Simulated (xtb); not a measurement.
ClHOTe, SMILES O[Te]Cl. All values are semi-empirical tight-binding results from xtb (GFN2-xTB unless named), good for trends rather than for accurate numbers. The structure is a stationary point at GFN2-xTB. One conformer was computed; it need not be the lowest.

| Quantity | Value |
|---|---|
| orbital gap | 3.25 eV |
| zero-point energy | 8.5 kcal/mol |
| G − E(el) at 298.15 K (modified RRHO) | -10.0 kcal/mol |
| static polarisability (D4 model) | 60.3 bohr³ |
| solvation energy, GFN2-xTB/ALPB(water) | -6.1 kcal/mol |
| solvation energy, GFN2-xTB/ALPB(octanol) | -7.5 kcal/mol |
